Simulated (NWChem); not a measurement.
**Basis-set convergence for H₃FZr**

SMILES: [F][ZrH3]
```xyz
5

Zr     0.2874    -0.0583     0.0000
F     -1.5597     0.3165     0.0000
H      1.0226     0.6947     1.5318
H      1.0226     0.6947    -1.5318
H      0.4949    -1.9052     0.0000
```
Charge 0, spin multiplicity 1.

The numbers come from NWChem runs, not from measurements. The geometry was optimised at PBE/def2-SVP with def2 effective core potentials on Zr, a minimum by its harmonic frequencies.

Quantity: first vertical ionisation energy at the level G0W0@PBE.

Effective core potentials replace the inner electrons of Zr; spin-orbit coupling is left out. GW and range-separated runs recompute their integrals, the others keep them in memory, which bears on the times. The structure started from a generated list of species.

Relative cost: rough, from shared machines, SCF included, def2-SVP = 1.

Task: In def2-TZVPP the value is 10.22 eV. Among def2-SVP, def2-SVPD, def2-TZVP, def2-TZVPD, which is the smallest basis within 0.1 eV of it?

Result: No smaller set comes that close. def2-TZVPP isn't the basis-set limit itself, and a small set can land close by cancellation.

```
basis       functions  first vertical ionisation energy (eV)  relative cost
----------  ---------  -------------------------------------  -------------
def2-SVP           60                                   9.93              1
def2-SVPD          81                                  10.01        under 3
def2-TZVP          89                                  10.04        under 3
def2-TZVPD        107                                  10.06        under 3
def2-TZVPP        129                                  10.22              5
```
